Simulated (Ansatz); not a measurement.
A made-up structure of CH$_{5}$BGe, closed shell:

B1  (0.257, -1.113, -0.437)
C2  (0.097, 1.010, 0.338)
Ge3  (-0.964, 0.423, -0.485)
H4  (-2.472, 0.483, -0.441)
H5  (-0.123, 1.528, 1.270)
H6  (1.149, 1.088, 0.068)
H7  (0.044, -2.045, 0.202)
H8  (1.386, -1.061, -0.651)
(Å)

It is relaxed with PBE-D4/def2-SVP and then PBE0-D4/def2-TZVP (Ansatz 0.2.0). Atoms count as bonded within 1.22 times the sum of their covalent radii (H–H: 0.88 Å). The end point is not checked to be a true minimum.

(1) Does its bonding change? (Judge from chemistry; the calculation decides.)

Results:

(1) Computed: No: no bond forms or breaks.

Where it ends: The first stage lowers the energy by 3.92 eV in 13 steps. It ends as CH₅BGe ([BH2][GeH][CH2]):
```
atom    x (Å)    y (Å)    z (Å)
  B1   0.2446  -1.5610  -0.5246
  C2   0.1466   1.5726   0.4796
 Ge3  -0.7595   0.1044  -0.0099
  H4  -2.2889   0.2133  -0.0051
  H5  -0.3257   2.5040   0.7694
  H6   1.2308   1.5655   0.4988
  H7  -0.3117  -2.5620  -0.8569
  H8   1.4368  -1.5227  -0.4886
```

Labels in which every atom is bracketed show which atoms are joined, not bond orders.

For scale, one of the runs: PBE0-D4/def2-TZVP relaxation, 140 basis functions, launched by `ansatz run in.yaml --threads 2 --pin off --events-out ev --progress --plain --max-ram 4352MiB`. The run took about 20 s on 2 CPU threads of an Arm Neoverse V2 (shared host).
